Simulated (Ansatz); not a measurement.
C₂H₂BF₅O, SMILES `FB(F)OCC(F)(F)F`. The species carries charge 0 and has multiplicity 1.

Z-matrix (Å, degrees):
```
C
O 1 1.402
C 1 1.515 2 110.0
H 1 1.092 2 112.5 3 -120.3
H 1 1.091 2 108.8 3 118.2
B 2 1.348 1 121.9 3 101.6
F 3 1.332 1 112.1 2 60.6
F 3 1.337 1 109.5 2 -179.5
F 3 1.337 1 111.3 2 -60.1
F 6 1.324 2 122.3 1 3.9
F 6 1.315 2 118.8 1 -177.4
```

Question: List the harmonic frequencies (cm⁻¹, unscaled) at PBE0-D4/def2-TZVP in Ansatz. (An estimate is asked.)

Answer: The calculation gave: 38, 58, 81, 215, 247, 345, 367, 481, 523, 538, 573, 665, 686, 851, 859, 988, 1161, 1207, 1218, 1295, 1334, 1438, 1452, 1481, 1515, 3088, 3149.

Question: Is this a minimum?

Answer: Yes, all 27 modes are real.

Question: Give the ideal-gas thermochemistry at 298.15 K and 1 bar (rigid rotor, harmonic oscillator; point group C1, symmetry number 1).

Answer: Zero-point energy 154.6 kJ/mol; H(298) − E = 179.0 kJ/mol; entropy 391.8 J/(mol·K), of which translation 171.2, rotation 122.3, vibration 98.3; G(298) − E = 62.2 kJ/mol. Modes under 100 cm⁻¹ are hindered rotations or soft bends, so the harmonic entropy is rough.
